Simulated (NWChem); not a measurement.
System: CH$_{3}$N$_{2}$S, doublet; SMILES S=C([NH])N

```xyz
7

N      1.2733    -0.9109    -0.0421
C      0.0699    -0.4174     0.0450
N     -1.0124    -1.2228     0.0247
S     -0.0905     1.2954    -0.0063
H      1.9766    -0.2417     0.2768
H     -0.8580    -2.2127    -0.1234
H     -1.9160    -0.8316    -0.2002
```
Atoms are numbered in this order, from 1.

All runs: NWChem. Spin-unrestricted. The geometry was optimised at PBE0/def2-SVP, spin-unrestricted. No stability test was run on the SCF state. Level B3LYP/def2-TZVP: single points from the atomic guess with DIIS by default; each run changes one setting, and all converged runs end within 0.3 mHa of each other. cgmin counts macro-iterations, each dearer than a DIIS step. NWChem's automatic level shift, which a small gap switches on, acted in some of these runs.

Which setting needs the most SCF iterations, or fails (quadratically convergent solver (cgmin); DIIS on 20 Fock matrices; occupation smearing of 0.005 Ha; core-Hamiltonian guess; defaults)?

core-Hamiltonian guess, with 80 against 15 for the defaults.
```
setting                                  SCF iterations
---------------------------------------  --------------
defaults                                             15
occupation smearing of 0.005 Ha                      15
quadratically convergent solver (cgmin)               8
DIIS on 20 Fock matrices                             13
core-Hamiltonian guess                               80
```
